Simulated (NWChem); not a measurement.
The numbers come from NWChem runs, not from measurements. System: C2H5Al, charge 1, spin multiplicity 2, at the geometry of a parent with another charge or spin, in a state set for the comparison that need not be this species' ground state. Its SCF solution wasn't tested for a lower state.

The NWChem input:

```
start mol
memory heap 200 mb stack 900 mb global 1100 mb
charge 1
geometry units angstroms nocenter noautoz noautosym
  Al    -1.177174     0.190249     0.000000
  H     -1.250897     1.791920     0.000000
  H     -2.509139    -0.699852     0.000000
  C      0.601721    -0.621845     0.000000
  C      1.715572     0.149905     0.000000
  H      0.759598    -1.718475     0.000000
  H      2.739582    -0.270012     0.000000
  H      1.660358     1.254820     0.000000
end
basis spherical
  * library sto-3g
end
dft
  xc xpbe96 cpbe96
  odft
  mult 2
  semidirect memsize 60000000 filesize 0
  iterations 100
end
task dft energy
```

The output up to the point where the run's verdict is printed (cleaned and shortened):

```
             Northwest Computational Chemistry Package (NWChem) 7.3.0
             --------------------------------------------------------

                                NWChem Input Module
                                -------------------

 Scaling coordinates for geometry "geometry" by  1.889725989
 (inverse scale =  0.529177249)

                             Geometry "geometry" -> ""
                             -------------------------

 Output coordinates in angstroms (scale by  1.889725989 to convert to a.u.)

  No.       Tag          Charge          X              Y              Z
 ---- ---------------- ---------- -------------- -------------- --------------
    1 Al                  13.0000    -1.17717400     0.19024900     0.00000000
    2 H                    1.0000    -1.25089700     1.79192000     0.00000000
    3 H                    1.0000    -2.50913900    -0.69985200     0.00000000
    4 C                    6.0000     0.60172100    -0.62184500     0.00000000
    5 C                    6.0000     1.71557200     0.14990500     0.00000000
    6 H                    1.0000     0.75959800    -1.71847500     0.00000000
    7 H                    1.0000     2.73958200    -0.27001200     0.00000000
    8 H                    1.0000     1.66035800     1.25482000     0.00000000

 Effective nuclear repulsion energy (a.u.)      83.0118412774

            Nuclear Dipole moment (a.u.)
            ----------------------------
        X                 Y               Z
 ---------------- ---------------- ----------------
    -0.0000037795    -0.0000037795     0.0000000000


 Summary of "ao basis" -> "" (spherical)
 ------------------------------------------------------------------------------
       Tag                 Description            Shells   Functions and Types
 ---------------- ------------------------------  ------  ---------------------
 *                           sto-3g                   on all atoms

  pbe96 is a nonlocal functional; adding pw91lda local functional.

                                 NWChem DFT Module
                                 -----------------
[...]
 d= 0,ls=0.5,diis    75   -317.1588984535 -4.85D-05  1.45D-04  9.66D-05    32.0
                                                     1.62D-04  1.33D-04
 d= 0,ls=0.5,diis    76   -317.1589019878 -3.53D-06  5.79D-05  1.19D-04    32.5
                                                     1.81D-04  1.48D-04
 d= 0,ls=0.5,diis    77   -317.1589392375 -3.72D-05  3.81D-05  1.07D-04    33.0
                                                     1.81D-04  1.36D-04
 d= 0,ls=0.5,diis    78   -317.1589762465 -3.70D-05  6.15D-05  9.47D-05    33.5
                                                     1.61D-04  1.23D-04
 d= 0,ls=0.5,diis    79   -317.1589983327 -2.21D-05  1.18D-04  9.54D-05    34.0
                                                     1.41D-04  1.22D-04
 d= 0,ls=0.5,diis    80   -317.1589981049  2.28D-07  1.66D-04  1.19D-04    34.5
                                                     1.25D-04  1.39D-04
 d= 0,ls=0.5,diis    81   -317.1589707060  2.74D-05  9.51D-05  1.58D-04    35.0
                                                     9.94D-05  1.70D-04
 d= 0,ls=0.5,diis    82   -317.1589595905  1.11D-05  8.98D-05  1.77D-04    35.5
                                                     8.71D-05  1.86D-04
 d= 0,ls=0.5,diis    83   -317.1589452633  1.43D-05  6.64D-05  2.00D-04    36.0
                                                     7.79D-05  2.05D-04
 d= 0,ls=0.5,diis    84   -317.1589351827  1.01D-05  2.31D-05  2.18D-04    36.5
                                                     8.49D-05  2.20D-04
 d= 0,ls=0.5,diis    85   -317.1589497151 -1.45D-05  1.89D-05  2.11D-04    37.0
                                                     9.00D-05  2.14D-04
 d= 0,ls=0.5,diis    86   -317.1589701718 -2.05D-05  1.47D-04  2.00D-04    37.6
                                                     1.71D-04  2.04D-04
 d= 0,ls=0.5,diis    87   -317.1590469137 -7.67D-05  1.20D-04  1.35D-04    38.1
                                                     1.78D-04  1.52D-04
 d= 0,ls=0.5,diis    88   -317.1591071487 -6.02D-05  1.87D-04  9.60D-05    38.6
                                                     2.50D-04  1.20D-04
 d= 0,ls=0.5,diis    89   -317.1591865726 -7.94D-05  8.98D-05  4.30D-05    39.1
                                                     2.22D-04  7.26D-05
 d= 0,ls=0.5,diis    90   -317.1592328595 -4.63D-05  7.28D-05  2.55D-05    39.6
                                                     2.03D-04  5.40D-05
 d= 0,ls=0.5,diis    91   -317.1592603556 -2.75D-05  9.56D-05  2.41D-05    40.1
                                                     1.77D-04  5.02D-05
 d= 0,ls=0.5,diis    92   -317.1592768001 -1.64D-05  6.92D-05  2.85D-05    40.6
                                                     1.74D-04  5.32D-05
 d= 0,ls=0.5,diis    93   -317.1592973318 -2.05D-05  3.86D-05  2.67D-05    41.1
                                                     1.78D-04  5.08D-05
 d= 0,ls=0.5,diis    94   -317.1593220324 -2.47D-05  1.14D-04  2.13D-05    41.6
                                                     1.54D-04  4.42D-05
 d= 0,ls=0.5,diis    95   -317.1593289703 -6.94D-06  4.46D-05  3.09D-05    42.1
                                                     1.59D-04  5.22D-05
 d= 0,ls=0.5,diis    96   -317.1593463631 -1.74D-05  2.77D-05  3.02D-05    42.6
                                                     1.65D-04  5.08D-05
 d= 0,ls=0.5,diis    97   -317.1593658973 -1.95D-05  3.16D-05  2.76D-05    43.1
                                                     1.64D-04  4.78D-05
 d= 0,ls=0.5,diis    98   -317.1593845797 -1.87D-05  4.84D-05  2.54D-05    43.6
                                                     1.61D-04  4.50D-05
 d= 0,ls=0.5,diis    99   -317.1594002629 -1.57D-05  5.11D-05  2.60D-05    44.1
                                                     1.60D-04  4.49D-05
 d= 0,ls=0.5,diis   100   -317.1594150367 -1.48D-05  3.46D-05  2.73D-05    44.6
                                                     1.65D-04  4.54D-05
```

The run did not converge; its last values are not results. The next line reads: Calculation failed to converge. NWChem stopped with the message: dft energy failed.
